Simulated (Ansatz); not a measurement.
Consider the hydrogenolysis of the Sn–C bond: `[OH][SnH2][CH2][SiH3]` + H₂ → `[OH][SnH3]` + `C[SiH3]`.

Program: Ansatz. Geometries: PBE0-D4/def2-TZVP. ΔE: electronic, gas phase. CCSD(T)/CBS is the MP2 limit (def2-TZVPP, def2-QZVPP) plus CCSD(T) − MP2 in def2-TZVPP, frozen cores. This one scheme is used for every species. DFT in def2-TZVPP. B3LYP here is the variant with VWN-RPA as its local correlation; programs differ in this. def2 core potentials past Kr. For Sn outer-core shells are correlated without core-valence functions, which leaves a few kJ/mol of doubt a bond. Each species was taken in one conformer, which may not be the lowest.

CCSD(T)/CBS gives -4.2 kcal/mol.

Problem. Another level gave -10.4 kcal/mol. Which?
A. PBE-D4/def2-TZVPP
B. PBE0/def2-TZVPP
C. B3LYP/def2-TZVPP
D. B3LYP-D4/def2-TZVPP

Solution. C. B3LYP -10.4, PBE0 -8.8, B3LYP-D4 -7.1, PBE-D4 -6.0 kcal/mol.

Largest T1 diagnostic among the species: 0.014.

The D4 term adds +3.3 kcal/mol with B3LYP and +1.9 kcal/mol with PBE0; it sums over pairs of atoms, weighted by their polarisabilities, and B3LYP, whose exchange is more repulsive, gets the larger term. In def2-TZVPP, CCSD(T) changes the Hartree–Fock value by +7.9 kcal/mol (the triples alone add +1.5 kcal/mol) and MP2 by +10.1 kcal/mol.
